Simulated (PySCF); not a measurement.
SMILES O=C([SiH2]CS)C (C₃H₈OSSi), singlet, GFN2-xTB optimised geometry.

```
14

C      1.96     0.34    -2.02
C      0.52     0.51    -1.63
O     -0.25     1.16    -2.30
Si    -0.06    -0.35     0.00
C     -1.96    -0.35     0.00
S     -2.59     1.37     0.00
H      2.20     0.91    -2.92
H      2.16    -0.71    -2.18
H      2.59     0.67    -1.19
H      0.46    -1.72     0.00
H      0.46     0.44     1.12
H     -2.39    -0.86    -0.86
H     -2.36    -0.80     0.90
H     -2.00     1.72    -1.14
```

Density from CAM-B3LYP/def2-TZVP (PySCF) at that geometry.

Minimum of the electron density along straight lines between bonded atoms, close to the bond critical point (lines longer than 1.1 times the sum of covalent radii, or with two minima, are not listed):

```tsv
bond	length / Å	ρ at the minimum / e bohr⁻³	∇²ρ there / e bohr⁻⁵	position (fraction from the first atom)
C1–C2	1.502	0.266	-0.71	0.49
C2–O3	1.212	0.418	___	0.34
C2–Si4	1.935	0.116	0.12	0.62
Si4–C5	1.901	0.119	___	0.39
C5–S6	1.835	0.173	___	0.47
C1–H7	1.088	0.281	-0.98	0.65
C1–H8	1.088	0.277	-0.95	0.64
C1–H9	1.088	0.278	-0.95	0.64
Si4–H10	1.466	0.125	0.17	0.49
Si4–H11	1.462	0.127	0.17	0.49
C5–H12	1.089	0.280	-0.96	0.65
C5–H13	1.088	0.279	-0.96	0.65
S6–H14	1.330	0.226	-0.69	0.65
```

Question: What belongs in the gaps?

Answer: 
- C2–O3, ∇²ρ there / e bohr⁻⁵: -0.09
- Si4–C5, ∇²ρ there / e bohr⁻⁵: 0.14
- C5–S6, ∇²ρ there / e bohr⁻⁵: -0.27
